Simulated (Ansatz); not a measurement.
Mulliken charges of ClFHSeSn, SMILES `[F][Sn]([Cl])[SeH]` radical from PBE/def2-TZVPP in Ansatz (PBE0-D4/def2-TZVP geometry).

```csv
atom,x (Å),y (Å),z (Å),charge (e)
F1,-1.539,0.949,-0.642,-0.418
Sn2,0.129,0.021,-0.905,0.847
Cl3,-0.491,-2.126,-1.596,-0.321
Se4,1.215,-0.140,1.410,-0.199
H5,0.735,1.222,1.691,0.091
```

Q: By hand: the dipole of these point charges (1 e Å = 4.8032 D).

A: Σ q r = (0.735, 0.443, -0.113) e Å, of length 0.866 e Å = 4.16 D.

Q: How does the dipole of the full density compare? (Best estimate.)

A: Ansatz gave: (0.484, 0.233, 0.080) e Å, 2.61 D; the point charges give 1.59 times that, at 17° from its direction.

Point charges leave out the atoms' own dipoles, such as those of lone pairs, and Mulliken's split depends on the basis, so the two needn't agree.
